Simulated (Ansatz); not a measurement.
Cartesian coordinates (Å):
```xyz
10

C     -1.4547    -0.4229    -1.0192
S      0.3338    -0.7402    -1.0100
Si     0.9180     0.4830     0.6336
O      2.2692    -0.1463     1.3217
H     -1.8767    -0.5306    -0.0201
H     -1.6766     0.5693    -1.4101
H     -1.9016    -1.1681    -1.6764
H     -0.2536     0.5247     1.5544
H      1.2989     1.8613     0.2487
H      2.2493    -1.0811     1.5345
```
Charge 0, spin multiplicity 1.

Calculation: frozen-core CCSD(T)/def2-TZVPP // PBE0-D4/def2-TZVP (Ansatz, a program for electronic structure).

```yaml
HF energy: -802.83602 Ha
MP2 correlation energy: -0.72022 Ha
```

### Question
Estimate the CCSD correlation energy, the (T) correction, the total energy and the T1 diagnostic.

### Answer

| Property | Result |
|---|---|
| CCSD correlation energy | -0.76535 Ha |
| (T) correction | -0.02995 Ha |
| CCSD(T) total energy | -803.63132 Ha |
| T1 diagnostic | 0.011 |
